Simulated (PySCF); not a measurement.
Steps of a relaxation of [Ce(H2O)3]3+

[Ce(H2O)3]3+ (singlet in the valence; each metal's 4f electrons, 1 of them, lie in its core potential, out of spins and levels; a saddle point, relaxed within its symmetry). PySCF 2.14.0, RKS PBE0, Ce lcecp-1-SVP with ECP47, O def2-SVP, H def2-SVP; non-relativistic Hamiltonian with scalar-relativistic core potentials where named; density fitting; no spin-orbit coupling. Origin of the start: template. Columns: position (Å) and force (eV/Å). Energies are counted from the last step; some of the 6 steps are shown. Forces carry noise of the integration grid, about 0.01 to 0.03 eV/Å.

Run from Python with OMP_NUM_THREADS=2. Where DIIS fails, smearing, a level shift and second-order steps follow.
It took 22 s on 2 threads of Intel(R) Xeon(R) 6975P-C (Granite Rapids) (shared host), from the converged density of the start.

```xyz
10
step 0  E = 0.290 eV
Ce    0.0000    0.0000    0.0000     0.00    0.00    0.00
O     2.5475    0.0000    0.0000    -1.89    0.00    0.00
H     3.1375    0.0000    0.7700     0.44    0.00    0.41
H     3.1375    0.0000   -0.7700     0.44    0.00   -0.41
O    -1.2737    2.2062    0.0000     0.94   -1.63    0.00
H    -1.5688    2.7172    0.7700    -0.22    0.38    0.41
H    -1.5688    2.7172   -0.7700    -0.22    0.38   -0.41
O    -1.2738   -2.2062    0.0000     0.94    1.63    0.00
H    -1.5688   -2.7172    0.7700    -0.22   -0.38    0.41
H    -1.5688   -2.7172   -0.7700    -0.22   -0.38   -0.41
```

```xyz
10
step 2  E = 0.026 eV
Ce    0.0000    0.0000    0.0000     0.00    0.00    0.00
O     2.4237    0.0000    0.0000     0.34    0.00    0.00
H     3.0558    0.0000    0.7662    -0.32    0.00   -0.16
H     3.0558    0.0000   -0.7662    -0.32    0.00    0.16
O    -1.2119    2.0990    0.0000    -0.17    0.30    0.00
H    -1.5279    2.6464    0.7662     0.16   -0.27   -0.16
H    -1.5279    2.6464   -0.7662     0.16   -0.27    0.16
O    -1.2119   -2.0990    0.0000    -0.17   -0.30    0.00
H    -1.5279   -2.6464    0.7662     0.16    0.27   -0.16
H    -1.5279   -2.6464   -0.7662     0.16    0.27    0.16
```

```xyz
10
step 3  E = 0.005 eV
Ce    0.0000    0.0000    0.0000     0.00    0.00    0.00
O     2.3972    0.0000    0.0000     0.32    0.00    0.00
H     3.0239    0.0000    0.7666    -0.18    0.00   -0.08
H     3.0239    0.0000   -0.7666    -0.18    0.00    0.08
O    -1.1986    2.0760    0.0000    -0.16    0.28    0.00
H    -1.5119    2.6188    0.7666     0.09   -0.16   -0.08
H    -1.5119    2.6188   -0.7666     0.09   -0.16    0.08
O    -1.1986   -2.0760    0.0000    -0.16   -0.28    0.00
H    -1.5119   -2.6187    0.7666     0.09    0.16   -0.08
H    -1.5119   -2.6187   -0.7666     0.09    0.16    0.08
```

**Question.** Where does the relaxation end?

**Answer.** It converges at step 5 in D3h:
```xyz
10
step 5  E = 0
Ce    0.0000    0.0000    0.0000
O     2.3943    0.0000    0.0000
H     3.0107    0.0000    0.7694
H     3.0107    0.0000   -0.7694
O    -1.1971    2.0736    0.0000
H    -1.5053    2.6073    0.7694
H    -1.5053    2.6073   -0.7694
O    -1.1972   -2.0735    0.0000
H    -1.5053   -2.6073    0.7694
H    -1.5053   -2.6073   -0.7694
```

**Question.** How did the contacts change?

**Answer.** 
```json
{"contact": "Ce1–O2 (H2O)", "start (Å)": "2.548", "end (Å)": "2.394"}
{"contact": "Ce1–O5 (H2O)", "start (Å)": "2.548", "end (Å)": "2.394"}
{"contact": "Ce1–O8 (H2O)", "start (Å)": "2.547", "end (Å)": "2.394"}
```


An lcecp potential fixes the number of 4f electrons, so in runs with it no electron can move into or out of that shell.
